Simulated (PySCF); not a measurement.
One molecule, a ladder of functionals, a line

Molecule: SMILES CC#[C][AlH][CH3], C$_{4}$H$_{7}$Al.

Geometry (Å), atoms numbered from 1 in this order:
```xyz
12

C     2.9651    0.5448    0.2498
C     1.6042    0.0724    0.0746
C     0.4554   -0.3270   -0.0716
Al   -1.3269   -0.9677   -0.3094
C    -2.8238    0.0800    0.3788
H     3.5456    0.4340   -0.6796
H     2.9869    1.6068    0.5407
H     3.4806   -0.0306    1.0351
H    -1.5273   -2.3496   -1.0684
H    -3.8056   -0.3749    0.1767
H    -2.8216    1.0936   -0.0579
H    -2.7313    0.2177    1.4700
```

GIAO shieldings (ppm, equivalent atoms averaged) in PySCF 2.14.0 with density-fitted response routines on the PBE0-D3(BJ)/def2-SVP geometry, basis pcSseg-2, gas phase, non-relativistic:

| functional | exact exchange (%) | σ(C3) | σ(C1) | σ(Al4) |
| --- | --- | --- | --- | --- |
| BLYP | 0 | 77.8 | 169.3 | 291.1 |
| BP86 | 0 | 81.2 | 173.0 | 296.6 |
| PBE | 0 | 80.8 | 173.6 | 295.8 |
| B3LYP | 20 | 81.4 | 173.7 | 305.8 |
| PBE0 | 25 | 85.3 | 178.3 | 315.6 |
| mPW1PW91 | 25 | 85.0 | 177.5 | 317.6 |
| HF | 100 | 95.3 | 186.7 | 368.0 |

(1) Fit each shielding as a line in the percentage of exact exchange.

(2) What does the line predict for BHandHLYP (50 %), and what does the run give?

Results:

(1) σ(C3) = 80.1 + 0.15 x (rms 1.4 ppm); σ(C1) = 172.4 + 0.15 x (rms 1.7 ppm); σ(Al4) = 295.0 + 0.74 x (rms 2.8 ppm). The functionals also differ in their semilocal parts, which the line can't hold; Hartree–Fock has no correlation at all.

(2) σ(C3): 87.6 predicted, 86.2 computed; σ(C1): 179.9 predicted, 179.2 computed; σ(Al4): 332.0 predicted, 327.3 computed ppm.
